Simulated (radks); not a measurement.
Coulomb parameter of the 4f shell of the europium ion Eu+ in the model configuration [Xe] 4f5.5 6s1 6p1.5, as a second difference U = [E(n + 0.25) + E(n - 0.25) - 2 E(n)] / (0.25)^2 with all orbitals relaxed. "Bare": the charge of the atom changes with n. "Screened": the 6p shell takes up the change at fixed total charge, which measures U(4f,4f) + U(6p,6p) - 2 U(4f,6p). Calculated with a radial shooting solver on a logarithmic mesh with Libxc functionals: Dirac Kohn-Sham, LDA (Slater exchange, Perdew-Wang correlation), spin-unpolarised, spherical densities, finite nucleus; open shells are shared between the two j in proportion to 2j + 1; Fermi nuclear charge, rms radius 5.1115 fm.

case                     configuration  E - E(n) (eV)
start             [Xe] 4f5.5 6s1 6p1.5          0.000
bare +0.25       [Xe] 4f5.75 6s1 6p1.5         -5.378
bare -0.25       [Xe] 4f5.25 6s1 6p1.5          6.433
screened +0.25  [Xe] 4f5.75 6s1 6p1.25         -3.680
screened -0.25  [Xe] 4f5.25 6s1 6p1.75          4.265

U(bare) = 16.872 eV, U(screened by 6p) = 9.358 eV, against the Slater integral F0(4f,4f) = 29.419 eV with frozen orbitals.
